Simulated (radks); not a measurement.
These are the eigenvalues of the occupied orbitals of an atom or ion with whole-number occupations (hartree). All-electron calculation, Dirac Kohn-Sham, PBEsol, spin-unpolarised, spherical densities, point nucleus. Program: a radial shooting solver on a logarithmic mesh with Libxc functionals.

| orbital | eigenvalue |
|---|---|
| 1s1/2 | -459.0428 |
| 2s1/2 | -58.99093 |
| 2p1/2 | -52.93378 |
| 2p3/2 | -51.40098 |
| 3s1/2 | -7.82789 |
| 3p1/2 | -5.75748 |
| 3p3/2 | -5.54162 |
| 3d3/2 | -1.97101 |
| 3d5/2 | -1.93813 |
| 4s1/2 | -0.63529 |
| 4p1/2 | -0.24864 |
| 4p3/2 | -0.23472 |

Which element is it, and in what charge state? The configuration may be excited. Open shells, if any, are shared by 2j + 1.

Answer. Z = 34, selenium, charge 0: Se in [Ar] 3d10 4s2 4p4. The list shows which subshells hold electrons but not how many an open one holds; the 1s level, -459.04 hartree, gives Z - s = 30.3 by -(Z - s)^2/2, which with screening and relativity narrows Z to a few neighbours, and the depths of the outer levels then fix element, charge and occupations together.
